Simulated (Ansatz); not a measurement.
Basis-set series for `C#[C][Sn]([F])[F]` radical. The species carries charge 0 and has multiplicity 2. Sn: def2 effective core potential. The geometry is a stationary point of PBE0-D4/def2-TZVP.

```json
{"atom": "C1", "x (Å)": "-0.874", "y (Å)": "-1.074", "z (Å)": "1.305"}
{"atom": "C2", "x (Å)": "-0.414", "y (Å)": "-0.335", "z (Å)": "0.469"}
{"atom": "Sn3", "x (Å)": "0.113", "y (Å)": "1.071", "z (Å)": "-0.970"}
{"atom": "F4", "x (Å)": "1.682", "y (Å)": "1.971", "z (Å)": "-0.344"}
{"atom": "F5", "x (Å)": "0.738", "y (Å)": "0.114", "z (Å)": "-2.505"}
{"atom": "H6", "x (Å)": "-1.246", "y (Å)": "-1.747", "z (Å)": "2.045"}
```

| functional | basis | functions | energy (Eh) | HOMO (eV) | LUMO (eV) |
| --- | --- | --- | --- | --- | --- |
| PBE0-D4 | def2-SVP | 87 | -490.24604 | -7.63 | -4.52 |
| PBE0-D4 | def2-QZVPP | 340 | -490.62470 | -7.82 | -4.67 |
| ωB97M-V | def2-SVP | 87 | -490.39884 | -9.71 | -2.66 |
| ωB97M-V | def2-QZVPP | 340 | -490.78523 | -9.94 | -2.89 |

Problem. Give the rows for def2-TZVPP. (An estimate is asked.)

Solution. Computed: 
| functional | basis | functions | energy (Eh) | HOMO (eV) | LUMO (eV) |
| --- | --- | --- | --- | --- | --- |
| PBE0-D4 | def2-TZVPP | 188 | -490.60605 | -7.80 | -4.66 |
| ωB97M-V | def2-TZVPP | 188 | -490.76779 | -9.92 | -2.84 |

HOMO and LUMO are taken over both spins.
